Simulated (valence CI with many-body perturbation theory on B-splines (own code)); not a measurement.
Missing levels of La⁴⁹⁺

Calculated by relativistic CI+MBPT: six valence electrons over a frozen Dirac-Fock core [He], a basis of 9 s, 9 p, 8 d, 6 f, 3 g, 1 h functions for each j, with the one-electron correlation potential Σ1, the two-electron term Σ2, the three-electron term Σ3, Breit, model QED; selected CI, second order for the rest, scaled by the run's own slope (own B-spline code, finite nucleus).

No measured spectrum was set against this ion. As an estimate, large intervals hold to a few tenths of a per cent, small ones and those within an open d or f shell to about a per cent. Among the levels kept, up to 2300 cm⁻¹ of a level comes from second order outside the variational space, and about a tenth of that is noise between levels of different J, which matters for small intervals.

```csv
Level,E (eV)
(2s^2 2p1/2^2 2p3/2^2) J=2,0.0
(2s^2 2p1/2^2 2p3/2^2) J=0,41.2
(2s^2 2p1/2 2p3/2^3) J=1,426.3
(2s^2 2p1/2 2p3/2^3) J=2,443.5
(2s 2p1/2^2 2p3/2^3) J=2,706.1
(2s 2p1/2^2 2p3/2^3) J=1,763.6
(2s^2 2p3/2^4) J=0,884.9
(2s 2p1/2 2p3/2^4) J=0,1140.8
(2s 2p1/2 2p3/2^4) J=1,1173.4
(2p1/2^2 2p3/2^4) J=0,1501.9
(2s^2 2p1/2^2 2p3/2 3s) J=2,5004.5
(2s^2 2p1/2^2 2p3/2 3s) J=1,?
(2s^2 2p1/2^2 2p3/2 3p1/2) J=1,?
(2s^2 2p1/2^2 2p3/2 3p1/2) J=2,?
(2s^2 2p1/2^2 2p3/2 3p3/2) J=3,5208.7
(2s^2 2p1/2^2 2p3/2 3p3/2) J=1,5208.8
(2s^2 2p1/2^2 2p3/2 3p3/2) J=2,?
(2s^2 2p1/2^2 2p3/2 3p3/2) J=0,5247.4
(2s^2 2p1/2^2 2p3/2 3d3/2) J=2,?
(2s^2 2p1/2^2 2p3/2 3d3/2) J=3,?
```

Levels are named by their leading jj configuration (3d3/2^4 stands for four electrons in 3d with j = 3/2), which in mixed levels can hold well under half, so a name can repeat and another be missing.

Question: The levels stand in rising order. What does the calculation give for the missing energies?

Answer: (2s^2 2p1/2^2 2p3/2 3s) J=1 5011.4; (2s^2 2p1/2^2 2p3/2 3p1/2) J=1 5086.9; (2s^2 2p1/2^2 2p3/2 3p1/2) J=2 5088.7; (2s^2 2p1/2^2 2p3/2 3p3/2) J=2 5229.0; (2s^2 2p1/2^2 2p3/2 3d3/2) J=2 5297.2; (2s^2 2p1/2^2 2p3/2 3d3/2) J=3 5303.1.
